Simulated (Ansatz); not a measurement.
C$_{2}$H$_{6}$SSi (`SC1C[SiH2]1`), relaxed with RKS PBE0-D4/def2-TZVP in Ansatz from a PBE-D4/def2-SVP geometry. The force threshold is 0.005 eV/Å; the program also tests the step.

The species carries charge 0 and has multiplicity 1.

Start:

```xyz
10

S     0.790   -1.412    1.427
C     0.711   -0.189    0.094
C    -0.064    1.102    0.445
Si   -0.864    0.085   -0.913
H     0.673   -2.533    0.659
H     1.675   -0.020   -0.420
H     0.429    2.058    0.199
H    -0.560    1.114    1.431
H    -2.054   -0.757   -0.594
H    -0.736    0.552   -2.327
```

| step | energy (eV) | largest force (eV/Å) | largest move (Å) |
| --- | --- | --- | --- |
| 1 | -20875.3564 | 0.617 | 0.000 |
| 2 | -20875.4013 | 0.422 | 0.025 |
| 3 | -20875.4098 | 0.083 | 0.021 |
| 4 | -20875.4103 | 0.042 | 0.014 |
| 5 | -20875.4103 | 0.071 | 0.011 |
| 6 | -20875.4104 | 0.037 | 0.004 |
| 7 | -20875.4105 | 0.010 | 0.004 |
| 8 | -20875.4105 | 0.003 | 0.002 |

End:

```xyz
10

S     0.783   -1.394    1.393
C     0.711   -0.186    0.080
C    -0.073    1.096    0.440
Si   -0.846    0.083   -0.894
H     0.628   -2.504    0.654
H     1.666   -0.003   -0.404
H     0.417    2.033    0.196
H    -0.539    1.102    1.420
H    -2.015   -0.763   -0.589
H    -0.732    0.537   -2.296
```

It took 15 s on 2 threads of an AMD EPYC 9R45 on a shared host, with 0.42 GiB of host memory at the peak.
